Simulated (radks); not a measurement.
The numbers below are computed, except where a source is named.
Mean orbital radii <r> (bohr) of neutral gallium, [Ar] 3d10 4s2 4p1, of relativity; Dirac values are averaged over j with weights 2j + 1. Spin-unpolarised spherical Kohn-Sham, PBE, point nucleus unless stated (finite: rms radius 3.9973 fm), a radial shooting solver on a logarithmic mesh with Libxc functionals. A level marked "c x" has the speed of light scaled by that factor and shares open shells by 2j + 1; other Dirac levels either fill j = l - 1/2 first or share by 2j + 1.

shell  non-rel.
1s      0.04943
2s       0.2215
2p       0.1922
3s       0.6625
3p       0.6838
3d       0.8057
4s        2.383
4p        3.424

Give the values at the level "Dirac, c x 5".

Answer. 
shell  Dirac, c x 5  change of magnitude (%)
1s          0.04940                    -0.07
2s           0.2214                    -0.07
2p           0.1922                    -0.03
3s           0.6621                    -0.07
3p           0.6836                    -0.03
3d           0.8059                    +0.02
4s            2.381                    -0.07
4p            3.424                    0.00
